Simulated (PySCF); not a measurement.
SeCl4, SMILES Cl[Se](Cl)(Cl)Cl. Atoms are numbered in the order given.

```xyz
5

Se     0.0000     0.0000     0.3858
Cl     1.7217     0.0000    -1.0117
Cl     0.0000     2.3434     0.6259
Cl    -1.7217     0.0000    -1.0117
Cl     0.0000    -2.3434     0.6259
```
Charge 0, spin multiplicity 1.

The structure is a stationary point at PBE-D3(BJ)/def2-SVP. The isomer is the one that the SMILES or the coordinates give; other isomers of the formula were not compared.

Two levels are set side by side: PBE/pcSseg-1 (PySCF) and PBE0/pcSseg-1 (PySCF). GIAO shifts against HCl (³⁵Cl), Me2Se (⁷⁷Se) at the same level; non-relativistic, no solvent, atoms listed together averaged. Without spin–orbit terms, shifts of atoms bonded to Cl or Br come out too high at both levels. Differences are taken from unrounded values.

```tsv
quantity	PBE0
δ(⁷⁷Se) of Se1 (ppm)	1596.0
```

### Question
What does PBE give, and how far is it from PBE0? (The exact figures need the calculation; the answer reports its results.)

### Answer

| quantity | PBE | PBE minus PBE0 |
|---|---|---|
| δ(⁷⁷Se) of Se1 (ppm) | 1659.5 | 63.6 |

Rough cost on one machine, each run with all the roots and properties that it gave: PBE0 against PBE within a factor of 2.
